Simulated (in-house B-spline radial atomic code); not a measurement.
Cd²⁺. Computed with a B-spline radial atomic code. Model: all-electron spherical atom, spin shells full or empty, radial basis limit, no spin-orbit coupling, Breit or QED, empty-state partial waves extrapolated as (l+1/2)^-4, RPA, G0W0 and static COHSEX of the highest shell as one setting changes (uncorrelated shells keep exact exchange).

Empty levels are discrete states of a finite basis, so the steps are uneven.

Given: element Cd; charge 2; filled core Kr; hamiltonian one-electron scalar X2C; mean-field start PBE; highest l of empty states 9; nuclear rms radius 4.6087 fm; lowest nl shells left uncorrelated 5; highest mean-field shell 4d; box radius 17.55 bohr.

Shell: 4d 5 5 (electrons up and down).

| highest empty level kept (hartree) | RPA correlation energy (hartree) | G0W0 level (eV) | G0W0 minus most complete (meV) | COHSEX level (eV) | linearised minus solved G0W0 (meV) |
| --- | --- | --- | --- | --- | --- |
| 3 | -0.55513 | -36.322 | 1401.6 | -37.634 | -70.9 |
| 6 | -0.79324 | -36.659 | 1064.7 | -38.574 | -78.9 |
| 10.5 | -0.98177 | -36.929 | 795.1 | -39.345 | -88.4 |
| 18 | -1.2807 | -37.237 | 486.3 | -40.336 | -101.5 |
| 30 | ? | ? | ? | ? | ? |
| 54 | -1.686 | -37.587 | 136.6 | -41.451 | -118.7 |
| 90 | -1.8089 | -37.66 | 64.2 | -41.665 | -122.6 |
| 180 | -1.9168 | -37.699 | 25 | -41.792 | -124.8 |
| 360 | ? | ? | ? | ? | ? |
| 750 | -1.9865 | -37.721 | 3.3 | -41.87 | -126.1 |
| 1800 | -1.9946 | -37.723 | 0.3 | -41.88 | -126.2 |
| 6000 | -1.9954 | -37.724 | 0 | -41.88 | -126.2 |

Problem. What follows for highest empty level kept = 30?

Solution. RPA correlation energy -1.4887 hartree; G0W0 level -37.425 eV; G0W0 minus most complete 298.9 meV; COHSEX level -40.952 eV; linearised minus solved G0W0 -110.4 meV.

Problem. What follows for highest empty level kept = 360?

Solution. RPA correlation energy -1.9631 hartree; G0W0 level -37.713 eV; G0W0 minus most complete 10.8 meV; COHSEX level -41.842 eV; linearised minus solved G0W0 -125.6 meV.
